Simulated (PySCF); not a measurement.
C₅H₁₅NSi₂.
Numbering: `[CH3:1][NH:2][Si@@H:3]1[CH2:4][CH2:5][C@@H:6]([CH3:7])[SiH2:8]1` (hydrogens: H9, H10, H11 on C1; H12 on N2; H13 on Si3; H14, H15 on C4; H16, H17 on C5; H18 on C6; H19, H20, H21 on C7; H22, H23 on Si8)

The same species was optimised twice, with GFN2-xTB and with PBE0-D3(BJ)/def2-SVP (PySCF), and the same property calculations (PySCF, gas phase) were run on both structures.

```csv
coordinate,GFN2-xTB,PBE0-D3(BJ)/def2-SVP,change
Si3–Si8 (Å),2.306,2.341,+0.035
N2–Si3 (Å),1.723,1.738,+0.015
C4–C5 (Å),1.527,1.535,+0.008
Si3–C4 (Å),1.908,1.902,-0.006
C5–C6 (Å),1.533,1.538,+0.005
C6–Si8 (Å),1.922,1.918,-0.004
C1–N2 (Å),1.442,1.443,+0.001
C6–C7 (Å),1.524,1.523,-0.001
C1–N2–Si3 (°),121.5,124.3,+2.8
N2–Si3–C4 (°),107.9,110.6,+2.7
C5–C6–C7 (°),110.8,112.9,+2.1
Si3–C4–C5 (°),107.6,108.9,+1.3
C7–C6–Si8 (°),113.8,115.1,+1.3
C5–C6–Si8 (°),108.4,107.4,-1.0
C4–Si3–Si8 (°),94.2,93.3,-0.9
C4–C5–C6 (°),112.4,112.7,+0.3
C1–N2–Si3–C4 (°),175,163,-12
```

Rotational constants: A = 2691, B = 853.4, C = 708.4 MHz (GFN2-xTB) against A = 2573, B = 848.3, C = 705.8 MHz (PBE0-D3(BJ)/def2-SVP). Point groups within 0.08 Å: C1 and C1.

On the GFN2-xTB structure: HOMO (eV) -6.52 [PBE0/pcSseg-1]; LUMO (eV) 0.03 [PBE0/pcSseg-1]; dipole (D) 1.33 [PBE0/pcSseg-1]; GIAO shielding of C1 (ppm) 152.0 [PBE0/pcSseg-1]; GIAO shielding of N2 (ppm) 253.3 [PBE0/pcSseg-1]; GIAO shielding of Si3 (ppm) 358.5 [PBE0/pcSseg-1]; GIAO shielding of C4 (ppm) 167.0 [PBE0/pcSseg-1]; GIAO shielding of C5 (ppm) 149.9 [PBE0/pcSseg-1]; GIAO shielding of C6 (ppm) 160.2 [PBE0/pcSseg-1]; GIAO shielding of C7 (ppm) 164.5 [PBE0/pcSseg-1]; GIAO shielding of Si8 (ppm) 417.4 [PBE0/pcSseg-1].

Task: What do these properties become on the PBE0-D3(BJ)/def2-SVP structure?

Result: 
```csv
property,level,on GFN2-xTB,on PBE0-D3(BJ)/def2-SVP,change
HOMO (eV),PBE0/pcSseg-1,-6.52,-6.50,+0.02
LUMO (eV),PBE0/pcSseg-1,0.03,0.25,+0.22
dipole (D),PBE0/pcSseg-1,1.33,1.36,+0.03
"energy, GFN2-xTB geometry as zero (kcal/mol)",PBE0/pcSseg-1,0.0,-2.5,-2.5
GIAO shielding of C1 (ppm),PBE0/pcSseg-1,152.0,150.4,-1.6
GIAO shielding of N2 (ppm),PBE0/pcSseg-1,253.3,251.6,-1.7
GIAO shielding of Si3 (ppm),PBE0/pcSseg-1,358.5,358.7,+0.2
GIAO shielding of C4 (ppm),PBE0/pcSseg-1,167.0,166.5,-0.5
GIAO shielding of C5 (ppm),PBE0/pcSseg-1,149.9,149.2,-0.7
GIAO shielding of C6 (ppm),PBE0/pcSseg-1,160.2,160.5,+0.3
GIAO shielding of C7 (ppm),PBE0/pcSseg-1,164.5,163.7,-0.8
GIAO shielding of Si8 (ppm),PBE0/pcSseg-1,417.4,414.4,-3.0
```

The heavy atoms differ by 0.094 Å rms after alignment. Among bonds between heavy atoms Si3–Si8 changes most (+0.035 Å). Changes are differences of the printed values. Neither structure is proved a minimum here.
